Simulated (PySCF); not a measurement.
Zn(F)(NMe2) (C2H6FNZn), SMILES [N](C)(C)[Zn][F]. Geometry: PBE-D3(BJ)/def2-SVP. The structure was generated by enumeration; whether it is a known compound was not checked. The values are those of a single conformer.

### Question
Give the equilibrium geometry at PBE-D3(BJ)/def2-SVP (PySCF confirms it by a frequency run) as bond lengths and angles, and its point group. (Estimate from the structure and the level; the computed values follow.)

### Answer
Several could match; the one computed here: point group Cs.
Atoms: Zn1 F2 N3 C4 C5 H6 H7 H8 H9 H10 H11. Bonded distances (Å): Zn1–F2 1.748, Zn1–N3 1.818, N3–C4 1.447, N3–C5 1.447, C4–H6 1.119, C4–H7 1.122, C4–H8 1.110, C5–H9 1.122, C5–H10 1.119, C5–H11 1.110. Bond angles (°): F2–Zn1–N3 173.8, Zn1–N3–C4 120.0, Zn1–N3–C5 120.0, C4–N3–C5 113.2, N3–C4–H6 110.6, N3–C4–H7 114.3, N3–C4–H8 111.3, H6–C4–H7 106.2, H6–C4–H8 106.7, H7–C4–H8 107.3, N3–C5–H9 114.3, N3–C5–H10 110.6, N3–C5–H11 111.3, H9–C5–H10 106.2, H9–C5–H11 107.3, H10–C5–H11 106.7.
Charge 0, spin multiplicity 1.
